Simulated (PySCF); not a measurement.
A structure optimised at PBE0-D3(BJ)/def2-TZVPD, used in a PySCF frequency run:

```
Cl
Li 1 2.0200
```
Charge 0, spin multiplicity 1.

Q: Write its SMILES, formula and point group.

A: [Li][Cl], ClLi, C∞v

Q: What are its rotational constants (standard atomic weights)?

A: 21.341 GHz (linear rotor, B only)
